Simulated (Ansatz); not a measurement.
C₁₂H₂₈O₃Sn⁺, that is SnH(OtBu)3 with one electron fewer, relaxed as a doublet with UKS PBE-D4/def2-SVP in Ansatz, starting from the PBE-D4/def2-SVP geometry of the neutral singlet. Force threshold 0.03 eV/Å.

In the def2 sets Sn takes a core potential; there is no spin–orbit coupling.

Start:

```csv
atom,x (Å),y (Å),z (Å)
Sn1,1.200,-0.382,-0.131
H2,2.836,-0.909,-0.333
O3,0.053,-1.029,-1.660
C4,-0.317,-0.187,-2.773
C5,0.916,0.549,-3.322
C6,-0.882,-1.155,-3.821
C7,-1.386,0.822,-2.324
H8,0.666,1.141,-4.226
H9,1.313,1.260,-2.565
H10,1.710,-0.176,-3.596
H11,-0.110,-1.893,-4.117
H12,-1.217,-0.610,-4.727
H13,-1.745,-1.708,-3.403
H14,-0.966,1.495,-1.549
H15,-2.262,0.291,-1.900
H16,-1.735,1.445,-3.174
O17,1.121,1.632,-0.077
C18,0.908,2.382,1.139
C19,1.882,1.914,2.232
C20,1.190,3.839,0.749
C21,-0.545,2.211,1.607
H22,1.787,2.530,3.150
H23,1.667,0.862,2.519
H24,2.929,1.989,1.875
H25,2.232,3.944,0.385
H26,1.046,4.518,1.614
H27,0.507,4.155,-0.065
H28,-0.737,1.149,1.861
H29,-1.248,2.520,0.807
H30,-0.753,2.825,2.508
O31,0.427,-1.106,1.586
C32,-0.479,-2.230,1.628
C33,0.078,-3.396,0.796
C34,-0.554,-2.610,3.112
C35,-1.857,-1.805,1.099
H36,-0.565,-4.296,0.879
H37,0.118,-3.121,-0.281
H38,1.095,-3.669,1.143
H39,0.450,-2.889,3.488
H40,-1.242,-3.466,3.269
H41,-0.919,-1.751,3.708
H42,-1.777,-1.505,0.034
H43,-2.247,-0.946,1.683
H44,-2.590,-2.634,1.172
```

| step | energy (eV) | largest force component (eV/Å) | SCF passes |
| --- | --- | --- | --- |
| 1 | -24829.4952 | 0.648 | 76 |
| 2 | -24829.5552 | 0.185 | 33 |
| 3 | -24829.5635 | 0.116 | 32 |
| 4 | -24829.5688 | 0.049 | 33 |
| 5 | -24829.5734 | 0.063 | 31 |
| 6 | -24829.5768 | 0.075 | 31 |
| 7 | -24829.5786 | 0.048 | 27 |
| 8 | -24829.5800 | 0.025 | 30 |

Force components are those of the run's own axes.

End:

```xyz
44

Sn    1.272   -0.409   -0.138
H     2.902   -0.919   -0.316
O     0.190   -1.032   -1.736
C    -0.303   -0.169   -2.783
C     0.920    0.506   -3.455
C    -1.011   -1.105   -3.773
C    -1.245    0.888   -2.201
H     0.581    1.114   -4.317
H     1.427    1.188   -2.737
H     1.635   -0.256   -3.819
H    -0.312   -1.877   -4.146
H    -1.395   -0.527   -4.635
H    -1.865   -1.609   -3.279
H    -0.714    1.549   -1.482
H    -2.098    0.409   -1.681
H    -1.644    1.534   -3.008
O     1.236    1.618   -0.021
C     0.911    2.376    1.159
C     1.967    2.032    2.244
C     1.033    3.848    0.740
C    -0.494    2.022    1.655
H     1.794    2.662    3.139
H     1.873    0.968    2.550
H     2.990    2.226    1.866
H     2.049    4.061    0.357
H     0.834    4.508    1.607
H     0.299    4.082   -0.056
H    -0.560    0.950    1.946
H    -1.249    2.225    0.869
H    -0.747    2.622    2.551
O     0.506   -1.203    1.565
C    -0.490   -2.245    1.613
C     0.094   -3.489    0.895
C    -0.701   -2.532    3.105
C    -1.775   -1.784    0.917
H    -0.616   -4.335    0.985
H     0.238   -3.281   -0.187
H     1.057   -3.787    1.353
H     0.252   -2.831    3.583
H    -1.435   -3.351    3.236
H    -1.087   -1.630    3.619
H    -1.597   -1.569   -0.159
H    -2.176   -0.872    1.402
H    -2.545   -2.579    0.971
```

By distances, no bond broke or formed. The bond that changes most is C18–C19, from 1.54 to 1.55 Å (atoms count from 1).

No frequencies were taken in this run, so the end may be a saddle point.

It took 33 s on 2 threads of AMD EPYC 7R13 on a shared host and a share (18 GiB) of an NVIDIA H100 80GB HBM3.
